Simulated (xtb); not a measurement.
CH₄AlO (SMILES [CH3][Al][OH]), doublet, from a rough starting geometry (GFN-xTB shapes and energies of metal compounds can be far from the true ones) (the spin is typed, not shown lowest); GFN2-xTB run with xtb.

Input for xtb:
```
$ xtb mol.xyz --gfn 2 --uhf 1 --opt vtight --json

# file mol.xyz
7

Al     0.73556946    -0.81969635     0.05201880
C     -0.02353465     0.93747660    -0.74252424
H     -0.82558429     1.32773341    -0.15437967
H     -0.49956435     0.79824476    -1.80278202
H      0.82799117     1.67521918    -0.81183817
O      0.11608346    -1.70524754     1.28583808
H     -0.27059659    -2.21062093     2.04551770
```

Output, abridged:

```
   ID    Z sym.   atoms
    1   13 Al     1
    2    6 C      2
    3    1 H      3-5, 7
    4    8 O      6

           -------------------------------------------------
          |                Calculation Setup                |
           -------------------------------------------------

           -------------------------------------------------
          |                 G F N 2 - x T B                 |
           -------------------------------------------------

          ...................................................
          :                      SETUP                      :
          :.................................................:
          :  # basis functions                  22          :
          :  # atomic orbitals                  21          :
          :  # shells                           11          :
          :  # electrons                        17          :
          :  max. iterations                   250          :
          :  Hamiltonian                  GFN2-xTB          :
          :  restarted?                      false          :
          :  GBSA solvation                  false          :
          :  PC potential                    false          :
          :  electronic temp.          300.0000000     K    :
          :  accuracy                    1.0000000          :
          :  -> integral cutoff          0.2500000E+02      :
          :  -> integral neglect         0.1000000E-07      :
          :  -> SCF convergence          0.1000000E-05 Eh   :
          :  -> wf. convergence          0.1000000E-03 e    :
          :  Broyden damping             0.4000000          :
          :  net charge                          0          :
          :  unpaired electrons                  1          :
          ...................................................

 iter      E             dE          RMSdq      gap      omega  full diag
   1     -9.3693418 -0.936934E+01  0.103E+01    2.25       0.0  T
   2     -9.3773101 -0.796833E-02  0.475E+00    2.77       1.0  T
   3     -9.3743185  0.299162E-02  0.285E+00    2.97       1.0  T
   4     -9.3824123 -0.809379E-02  0.761E-01    3.22       1.0  T
   5     -9.3826604 -0.248120E-03  0.554E-01    3.18       1.0  T
   6     -9.3828075 -0.147105E-03  0.196E-01    3.16       1.0  T
   7     -9.3828266 -0.191333E-04  0.826E-02    3.16       1.0  T
   8     -9.3828293 -0.265086E-05  0.283E-02    3.16       1.3  T
[...]
 * total energy  :    -9.3114651 Eh     change       -0.1049773E-04 Eh
 * total energy  :    -9.3114681 Eh     change       -0.2996369E-05 Eh
 * total energy  :    -9.3114690 Eh     change       -0.9336162E-06 Eh
 * total energy  :    -9.3114698 Eh     change       -0.7859296E-06 Eh
 * total energy  :    -9.3114702 Eh     change       -0.4111509E-06 Eh
 * total energy  :    -9.3114705 Eh     change       -0.3027585E-06 Eh
 * total energy  :    -9.3114707 Eh     change       -0.2031818E-06 Eh
 * total energy  :    -9.3114709 Eh     change       -0.1780661E-06 Eh
 * total energy  :    -9.3114711 Eh     change       -0.2098095E-06 Eh
 * total energy  :    -9.3114714 Eh     change       -0.3210801E-06 Eh
 * total energy  :    -9.3114716 Eh     change       -0.1710676E-06 Eh
 * total energy  :    -9.3114717 Eh     change       -0.5505121E-07 Eh
   *** GEOMETRY OPTIMIZATION CONVERGED AFTER 32 ITERATIONS ***
         :: total energy              -9.311471652428 Eh    ::
[...]
             Fermi-level           -0.2791872 Eh           -7.5971 eV

     #   Z          covCN         q      C6AA      α(0)
     1  13 Al       1.563     0.279   199.569    34.730
     2   6 C        3.600    -0.210    25.348     7.282
     3   1 H        0.924     0.038     2.481     2.463
     4   1 H        0.924     0.038     2.481     2.463
     5   1 H        0.924     0.039     2.462     2.454
     6   8 O        1.541    -0.475    22.450     6.392
     7   1 H        0.806     0.292     0.746     1.356

 Mol. C6AA /au·bohr⁶  :        818.548463
 Mol. C8AA /au·bohr⁸  :      40258.748469
 Mol. α(0) /au        :         57.140270

Wiberg/Mayer (AO) data.
largest (>0.10) Wiberg bond orders for each atom

 ---------------------------------------------------------------------------
     #   Z sym  total        # sym  WBO       # sym  WBO       # sym  WBO
 ---------------------------------------------------------------------------
     1  13 Al   2.643 --     6 O    1.394     2 C    1.034
     2   6 C    3.871 --     1 Al   1.034     5 H    0.940     4 H    0.938
                             3 H    0.937
     3   1 H    0.999 --     2 C    0.937
     4   1 H    0.999 --     2 C    0.938
     5   1 H    0.998 --     2 C    0.940
     6   8 O    2.282 --     1 Al   1.394     7 H    0.866
     7   1 H    0.915 --     6 O    0.866
 ---------------------------------------------------------------------------

Topologies differ in total number of bonds
Writing topology from bond orders to xtbtopo.mol

molecular dipole:
                 x           y           z       tot (Debye)
 q only:        0.122      -0.147       0.133
   full:       -0.067      -0.102       0.069       0.356
molecular quadrupole (traceless):
                xx          xy          yy          xz          yz          zz
 q only:       -0.104       1.140       0.532      -0.718      -1.152      -0.428
  q+dip:       -1.425       1.450       1.760      -0.932      -3.142      -0.335
   full:       -1.250       1.573       1.231      -1.277      -1.319       0.020

optimized geometry written to: xtbopt.xyz

           -------------------------------------------------
          | TOTAL ENERGY               -9.311471652428 Eh   |
          | GRADIENT NORM               0.000048209775 Eh/α |
          | HOMO-LUMO GAP               3.029310998813 eV   |
           -------------------------------------------------

normal termination of xtb
```
